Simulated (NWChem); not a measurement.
Species: SF$_{3}$ cation; SMILES F[S+](F)F

```xyz
4

F      0.3041    -1.3136    -0.2764
S      0.0000     0.0000     0.4492
F      0.9856     0.9201    -0.2764
F     -1.2897     0.3935    -0.2764
```
Atoms are numbered in this order, from 1.

Level: PBE0/def2-SVP (NWChem), optimised geometry, unscaled harmonic frequencies. 

| frequency (cm⁻¹) | IR intensity (km/mol) |
|---|---|
| 369 | 9.7 |
| 369 | 9.7 |
| 512 | 38.2 |
| 983 | 89.7 |
| 997 | 179.3 |
| 997 | 179.3 |

```yaml
zero_point_energy: 6.0 kcal/mol
thermal correction to the enthalpy at 298.15 K (with zero-point energy): 9.0 kcal/mol
heat capacity Cv: 11.4 cal/(mol K)
entropy at 298.15 K and 1 atm (symmetry number 3): 64.7 cal/(mol K)
```

Rigid rotor and harmonic oscillator.
